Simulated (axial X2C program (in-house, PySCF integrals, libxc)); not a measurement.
# Correcting the dissociation energy of Sn₂ for spin–orbit coupling

A spin-free CCSD(T) curve (one-electron X2C) was computed with an axial X2C code built on PySCF integrals, basis Sn dyall-cv3z [11s12p9d4f1g] (cores contracted in-house), for the state M_S = 1, Λ = 0 (beyond evenly filled blocks: π+α, π-α). It gives D0 = 2.150 eV to Sn + Sn, which in a spin-free picture are the weighted means of the ground terms.

Correlated methods: 8 electrons correlated (number of frozen shells: Sn 4 s, 3 p, 2 d), 320 virtual spin orbitals or spinors in MP2, 90 natural virtuals in coupled cluster.

Measured levels of the ground terms (NIST Handbook of Basic Atomic Spectroscopic Data), in cm⁻¹: Sn 3P: J = 0 at 0, J = 1 at 1691.8, J = 2 at 3427.7.

The molecular state has Λ = 0, so it has no first-order lowering.

How far does each ground level lie under the (2J+1)-weighted mean of its term?

Sn: (1 × 0 + 3 × 1691.8 + 5 × 3427.7)/9 = 2468 cm⁻¹, counted twice.

Correct D0.

D0 = 2.150 + (0 − 4936)/8065.5 = 1.538 eV at CCSD(T) with these spin–orbit terms.

Second-order spin–orbit effects in the molecule, which grow quickly with Z, are left out. The state is a single determinant with fixed occupations, the lowest that a limited PBE0 search found. Dissociation energies refer to the lowest single-determinant-based atoms at the same level and basis. Coupled cluster ran in a truncated set of natural virtual spinors; the MP2 energy of the rest was added. (T) has no such correction and the atoms are truncated less, which lowers De at CCSD(T) by a hundredth of an eV or more. PBE0 can misorder states that lie within some tenths of an eV, so this need not be the ground state of the molecule. The nearest other spin-free determinant of the search, M_S = 1, Λ = 1, lies 0.40 eV up at the distance of the search. With the outer-core shells frozen, correlated bond lengths of heavy atoms tend to come out a few hundredths of an ångström too long.
